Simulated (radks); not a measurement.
Results of a calculation; reference values are marked as such.
Q: Species: Ne2+. Configuration: [He] 2s2 2p4. Level of theory: Dirac Kohn-Sham, PBE, spin-unpolarised, spherical densities, finite nucleus; open shells fill j = l - 1/2 first; Fermi nuclear charge, rms radius 3.0055 fm (a radial shooting solver on a logarithmic mesh with Libxc functionals). Some entries of the table are withheld. Estimate them.

| orbital | occ. | eigenvalue (eV) | <r> (bohr) | <1/r> (bohr^-1) |
|---|---|---|---|---|
| 1s1/2 | 2 | -881.3882 | (1) | 9.631 |
| 2s1/2 | 2 | (2) | 0.8291 | (3) |
| 2p1/2 | 2 | (4) | (5) | (6) |
| 2p3/2 | 2 | (7) | (8) | (9) |

A: 
(1) 1s1/2 <r> (bohr): 0.1579
(2) 2s1/2 eigenvalue (eV): -78.1164
(3) 2s1/2 <1/r> (bohr^-1): 1.759
(4) 2p1/2 eigenvalue (eV): -54.8986
(5) 2p1/2 <r> (bohr): 0.8105
(6) 2p1/2 <1/r> (bohr^-1): 1.640
(7) 2p3/2 eigenvalue (eV): -54.7630
(8) 2p3/2 <r> (bohr): 0.8122
(9) 2p3/2 <1/r> (bohr^-1): 1.636
